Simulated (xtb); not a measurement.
C₂H₅ (SMILES [CH2]C), doublet, from a rough starting geometry; GFN2-xTB (xtb).

Here is a job for xtb.
```
$ xtb mol.xyz --gfn 2 --uhf 1 --opt vtight --json

# file mol.xyz
7

C      0.90205131    -0.03879368    -0.00944966
C     -0.58519621     0.12882460     0.01451388
H      1.52814932     0.72816361    -0.02750919
H      1.21403452    -1.10098841     0.04936049
H     -1.05141098    -0.24600872     0.92004091
H     -0.82211250     1.12799128    -0.12859729
H     -1.09904766    -0.45271210    -0.71226174
```

What the program printed (banner, timings and long lists left out):

```
   ID    Z sym.   atoms
    1    6 C      1, 2
    2    1 H      3-7

           -------------------------------------------------
          |                Calculation Setup                |
           -------------------------------------------------

           -------------------------------------------------
          |                 G F N 2 - x T B                 |
           -------------------------------------------------

          ...................................................
          :                      SETUP                      :
          :.................................................:
          :  # basis functions                  13          :
          :  # atomic orbitals                  13          :
          :  # shells                            9          :
          :  # electrons                        13          :
          :  max. iterations                   250          :
          :  Hamiltonian                  GFN2-xTB          :
          :  restarted?                      false          :
          :  GBSA solvation                  false          :
          :  PC potential                    false          :
          :  electronic temp.          300.0000000     K    :
          :  accuracy                    1.0000000          :
          :  -> integral cutoff          0.2500000E+02      :
          :  -> integral neglect         0.1000000E-07      :
          :  -> SCF convergence          0.1000000E-05 Eh   :
          :  -> wf. convergence          0.1000000E-03 e    :
          :  Broyden damping             0.4000000          :
          :  net charge                          0          :
          :  unpaired electrons                  1          :
          ...................................................

 iter      E             dE          RMSdq      gap      omega  full diag
   1     -6.8414746 -0.684147E+01  0.348E+00   11.74       0.0  T
   2     -6.8549066 -0.134320E-01  0.197E+00   11.87       1.0  T
   3     -6.8552948 -0.388200E-03  0.701E-01   11.89       1.0  T
   4     -6.8553681 -0.733208E-04  0.876E-02   11.83       1.0  T
   5     -6.8553714 -0.327374E-05  0.487E-02   11.83       1.0  T
   6     -6.8553718 -0.395378E-06  0.410E-03   11.83       9.2  T
   7     -6.8553718 -0.100023E-07  0.142E-03   11.83      26.7  T
   8     -6.8553718 -0.268224E-08  0.299E-04   11.83     126.2  T
   9     -6.8553718 -0.515854E-11  0.503E-05   11.83     751.3  T

   *** convergence criteria satisfied after 9 iterations ***

         :::::::::::::::::::::::::::::::::::::::::::::::::::::
         ::                     SUMMARY                     ::
         :::::::::::::::::::::::::::::::::::::::::::::::::::::
         :: total energy              -6.724719549488 Eh    ::
         :: gradient norm              0.135714604983 Eh/a0 ::
         :: HOMO-LUMO gap             11.829593672190 eV    ::
         ::.................................................::
         :: SCC energy                -6.855371705814 Eh    ::
         :: -> isotropic ES            0.002739764650 Eh    ::
         :: -> anisotropic ES          0.002320325481 Eh    ::
         :: -> anisotropic XC          0.005958265542 Eh    ::
         :: -> dispersion             -0.001703382256 Eh    ::
         :: repulsion energy           0.130652156326 Eh    ::
         :: add. restraining           0.000000000000 Eh    ::
         :: total charge              -0.000000000000 e     ::
         :::::::::::::::::::::::::::::::::::::::::::::::::::::

      -----------------------------------------------------------
     |                   =====================                   |
     |                        A N C O P T                        |
     |                   =====================                   |
     |               Approximate Normal Coordinate               |
     |                Rational Function Optimizer                |
      -----------------------------------------------------------
      -----------------------------------------------------------
     |                   =====================                   |
     |                        A N C O P T                        |
     |                   =====================                   |
     |               Approximate Normal Coordinate               |
     |                Rational Function Optimizer                |
      -----------------------------------------------------------

          ...................................................
          :                      SETUP                      :
          :.................................................:
          :   optimization level         verytight          :
          :   max. optcycles                   200          :
          :   ANC micro-cycles                  20          :
          :   degrees of freedom                15          :
          :.................................................:
          :   RF solver                   davidson          :
          :   write xtbopt.log                true          :
          :   linear?                        false          :
          :   energy convergence         0.1000000E-06 Eh   :
          :   grad. convergence          0.2000000E-03 Eh/α :
          :   maxmium RF displ.          1.0000000          :
          :   Hlow (freq-cutoff)         0.1000000E-01      :
          :   Hmax (freq-cutoff)         5.0000000          :
          :   S6 in model hess.         20.0000000          :
          ...................................................

generating ANC from exact Hessian ...
Using Lindh-Hessian (1995)
 Shifting diagonal of input Hessian by    0.0000000000000000
 Lowest  eigenvalues of input Hessian
    0.000000    0.000000    0.000000    0.000000    0.000000    0.000000
    0.016537    0.035927    0.050642    0.092084    0.113962    0.115814
    0.160265    0.165570    0.241083    0.373080    0.782869    1.103662
[...]
 * total energy  :    -6.7353017 Eh     change       -0.2468462E-05 Eh
 * total energy  :    -6.7353046 Eh     change       -0.2829116E-05 Eh
 * total energy  :    -6.7353084 Eh     change       -0.3782914E-05 Eh
 * total energy  :    -6.7353179 Eh     change       -0.9526233E-05 Eh
 * total energy  :    -6.7353239 Eh     change       -0.6021833E-05 Eh
 * total energy  :    -6.7353291 Eh     change       -0.5216362E-05 Eh
 * total energy  :    -6.7353332 Eh     change       -0.4081515E-05 Eh
 * total energy  :    -6.7353381 Eh     change       -0.4946121E-05 Eh
 * total energy  :    -6.7353402 Eh     change       -0.2017527E-05 Eh
 * total energy  :    -6.7353411 Eh     change       -0.9173561E-06 Eh
 * total energy  :    -6.7353415 Eh     change       -0.3714388E-06 Eh
 * total energy  :    -6.7353418 Eh     change       -0.2993225E-06 Eh
 * total energy  :    -6.7353418 Eh     change       -0.1960099E-07 Eh
   *** GEOMETRY OPTIMIZATION CONVERGED AFTER 22 ITERATIONS ***
[...]
          :  restarted?                      false          :
          :  GBSA solvation                  false          :
          :  PC potential                    false          :
          :  electronic temp.          300.0000000     K    :
          :  accuracy                    1.0000000          :
          :  -> integral cutoff          0.2500000E+02      :
          :  -> integral neglect         0.1000000E-07      :
          :  -> SCF convergence          0.1000000E-05 Eh   :
          :  -> wf. convergence          0.1000000E-03 e    :
          :  Broyden damping             0.4000000          :
          :  net charge                          0          :
          :  unpaired electrons                  1          :
          ...................................................

 iter      E             dE          RMSdq      gap      omega  full diag
   1     -6.8433173 -0.684332E+01  0.222E-05   11.80       0.0  T
   2     -6.8433173 -0.188294E-12  0.123E-05   11.80    3079.8  T
   3     -6.8433173 -0.186517E-13  0.234E-06   11.80   16147.5  T

   *** convergence criteria satisfied after 3 iterations ***

         :::::::::::::::::::::::::::::::::::::::::::::::::::::
         ::                     SUMMARY                     ::
         :::::::::::::::::::::::::::::::::::::::::::::::::::::
         :: total energy              -6.735341769871 Eh    ::
         :: gradient norm              0.000025252786 Eh/a0 ::
         :: HOMO-LUMO gap             11.799130819288 eV    ::
         ::.................................................::
         :: SCC energy                -6.843317220331 Eh    ::
         :: -> isotropic ES            0.002422867156 Eh    ::
         :: -> anisotropic ES          0.002653718126 Eh    ::
         :: -> anisotropic XC          0.006432179252 Eh    ::
         :: -> dispersion             -0.001712806490 Eh    ::
         :: repulsion energy           0.107975450461 Eh    ::
         :: add. restraining           0.000000000000 Eh    ::
         :: total charge              -0.000000000000 e     ::
         :::::::::::::::::::::::::::::::::::::::::::::::::::::

           -------------------------------------------------
          |                Property Printout                |
           -------------------------------------------------

    * Orbital Energies and Occupations

         #    Occupation            Energy/Eh            Energy/eV
      -------------------------------------------------------------
         1        2.0000           -0.6021864             -16.3863
         2        2.0000           -0.5518628             -15.0170
         3        2.0000           -0.4969158             -13.5218
         4        2.0000           -0.4802130             -13.0673
         5        2.0000           -0.4635133             -12.6128
         6        2.0000           -0.4358238             -11.8594
         7        1.0000           -0.3030598              -8.2467 (HOMO)
         8                          0.1305503               3.5525 (LUMO)
         9                          0.1713615               4.6630
        10                          0.1785256               4.8579
        11                          0.2055258               5.5926
        12                          0.2828374               7.6964
        13                          0.3642142               9.9108
      -------------------------------------------------------------
                  HL-Gap            0.4336101 Eh           11.7991 eV
             Fermi-level           -0.2278483 Eh           -6.2001 eV

     #   Z          covCN         q      C6AA      α(0)
     1   6 C        2.831    -0.111    30.811     9.096
     2   6 C        3.751    -0.090    22.280     6.732
     3   1 H        0.926     0.031     2.579     2.511
     4   1 H        0.926     0.031     2.579     2.511
     5   1 H        0.923     0.053     2.280     2.361
     6   1 H        0.925     0.044     2.402     2.424
     7   1 H        0.925     0.044     2.401     2.423

 Mol. C6AA /au·bohr⁶  :        326.471028
 Mol. C8AA /au·bohr⁸  :       6775.769446
 Mol. α(0) /au        :         28.058100

Wiberg/Mayer (AO) data.
largest (>0.10) Wiberg bond orders for each atom

 ---------------------------------------------------------------------------
     #   Z sym  total        # sym  WBO       # sym  WBO       # sym  WBO
 ---------------------------------------------------------------------------
     1   6 C    3.178 --     2 C    1.118     3 H    0.987     4 H    0.987
     2   6 C    3.998 --     1 C    1.118     6 H    0.974     7 H    0.973
                             5 H    0.930
     3   1 H    0.999 --     1 C    0.987
     4   1 H    0.999 --     1 C    0.987
     5   1 H    0.994 --     2 C    0.930
     6   1 H    0.998 --     2 C    0.974
     7   1 H    0.998 --     2 C    0.973
 ---------------------------------------------------------------------------

Topologies differ in total number of bonds
Writing topology from bond orders to xtbtopo.mol

molecular dipole:
                 x           y           z       tot (Debye)
 q only:       -0.181       0.019       0.032
   full:       -0.208       0.015       0.067       0.557
molecular quadrupole (traceless):
                xx          xy          yy          xz          yz          zz
 q only:        0.164      -0.025       0.025      -0.031       0.057      -0.189
  q+dip:        0.069       0.080       0.710       0.059       0.355      -0.778
   full:        0.030       0.036       0.380       0.037       0.190      -0.410

optimized geometry written to: xtbopt.xyz

           -------------------------------------------------
          | TOTAL ENERGY               -6.735341769871 Eh   |
          | GRADIENT NORM               0.000025252786 Eh/α |
          | HOMO-LUMO GAP              11.799130819288 eV   |
           -------------------------------------------------

normal termination of xtb
```
